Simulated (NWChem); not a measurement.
System: C4H6Si; SMILES C=CC#C[SiH3]

```xyz
11

C      0.5176    -3.0150     0.0000
C     -0.4707    -2.1079    -0.0001
C     -0.2719    -0.7005     0.0002
C     -0.1300     0.5141     0.0001
Si     0.0939     2.3289     0.0000
H      1.5684    -2.7145     0.0002
H      0.2931    -4.0841    -0.0002
H     -1.5146    -2.4451    -0.0002
H      0.8711     2.7437    -1.2054
H      0.8362     2.7484     1.2256
H     -1.2378     3.0029    -0.0204
```
Atoms are numbered in this order, from 1.

Results from NWChem. Geometry: optimised at PBE0/def2-SVP.

For level B3LYP/cc-pVDZ:

| Property | Result |
|---|---|
| highest occupied level (eV) | -6.81 |

**Question.** Estimate the same quantities for level B3LYP/aug-cc-pVDZ.

**Answer.** 
| Quantity | Value |
|---|---|
| highest occupied level (eV) | -6.96 |
